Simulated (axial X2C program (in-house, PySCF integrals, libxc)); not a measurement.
## ScB⁺: bond constants with and without spin–orbit coupling

Computed with an in-house all-electron X2C program for linear molecules (integrals from PySCF). Spin-free means the one-electron spin-free X2C Hamiltonian; two-component (2c) means X2C with spin–orbit coupling and atomic mean-field two-electron Coulomb and Gaunt terms, so the difference of the two also holds small scalar two-electron terms. Basis: Sc dyall-cv3z [10s11p7d5f2g], B dyall-v3z [7s6p2d1f] (cores contracted in-house); Gaussian nuclei, density fitting, unrestricted open shells. Masses: Sc 44.956 u, B 11.009 u.

State, spin-free: M_S = 3/2, Λ = 0 (beyond evenly filled blocks: σα, π+α, π-α); electrons by block: σα: 8, σβ: 7, π+α: 3, π+β: 2, π-α: 3, π-β: 2. Fragments: Sc+ + B.

State, 2c: Ω = 3/2 (⟨Sz⟩ = 1.50, ⟨Lz⟩ = 0.00 at PBE0); electrons by block: 1/2: 10, -1/2: 10, 3/2: 3, -3/2: 2. Fragments: Sc+ + B.

```csv
Hamiltonian,level,Re (Å),ωe (cm⁻¹),Be (cm⁻¹),αe (cm⁻¹),De (eV),D0 (eV),k (mdyn/Å),μ (D)
spin-free,PBE0,2.108,536.9,0.4291,0.00296,2.46,2.42,1.5,-4.41
spin-free,HF,2.233,437.3,0.3824,0.00534,0.196,0.169,0.996,-4.74
spin-free,MP2,2.056,585.3,0.451,n/a,1.67,1.63,1.78,n/a
spin-free,CCSD,2.131,553.5,0.4199,0.00228,1.53,1.50,1.6,n/a
spin-free,CCSD(T),2.123,553.0,0.423,0.00191,1.79,1.75,1.59,n/a
spin-free,BHandHLYP,2.148,508.3,0.413,0.00305,1.51,1.48,1.35,-4.53
2c,PBE0,2.108,536.5,0.4291,0.00296,n/a,n/a,1.5,-4.41
2c,HF,2.234,436.1,0.3821,0.00537,n/a,n/a,0.991,-4.73
2c,MP2,2.056,584.3,0.4511,0.00161,n/a,n/a,1.78,n/a
2c,CCSD,2.131,553.2,0.4199,0.00229,n/a,n/a,1.59,n/a
2c,CCSD(T),2.123,552.7,0.423,0.00191,n/a,n/a,1.59,n/a
2c,BHandHLYP,2.149,507.7,0.4129,0.00304,n/a,n/a,1.34,-4.52
```

Correlated methods: 13 electrons correlated (number of frozen shells: Sc 2 s, 1 p; B 1 s), 281 virtual spin orbitals or spinors in MP2, 90 natural virtuals in coupled cluster.

Dipoles are positive if B is the positive end and refer to the centre of mass.

One determinant describes the state; a PBE0 search over occupations chose it and may have missed a lower one. Dissociation energies refer to the lowest single-determinant-based atoms at the same level and basis. De is not given where an atomic determinant may have missed its ground term or J level, or where the truncated virtual space spoils (T). Density functionals use the spin component along the axis (collinear). Coupled cluster ran in a truncated set of natural virtual spinors; the MP2 energy of the rest was added. (T) has no such correction and the atoms are truncated less, which lowers De at CCSD(T) by a hundredth of an eV or more. PBE0 can misorder states that lie within some tenths of an eV, so this need not be the ground state of the molecule. The nearest other spin-free determinant of the search, M_S = 1/2, Λ = 0, lies 0.36 eV up at the distance of the search. Without a current term, density functionals place determinants with orbital angular momentum somewhat too high. With several unpaired electrons one determinant need not be a pure state. Some points did not converge and are left out. This is the top spin component of a Σ state; components of lower Ω are not single determinants and can lie lower.

Rough cost a point (2c) on 1 thread(s) of a shared host, integrals apart: PBE0 0.5 s, HF 0.7 s, CCSD(T) 7 s, BHandHLYP 1 s.

The whole task took 3.4 min on 1 thread of Arm Neoverse V1 (shared host).
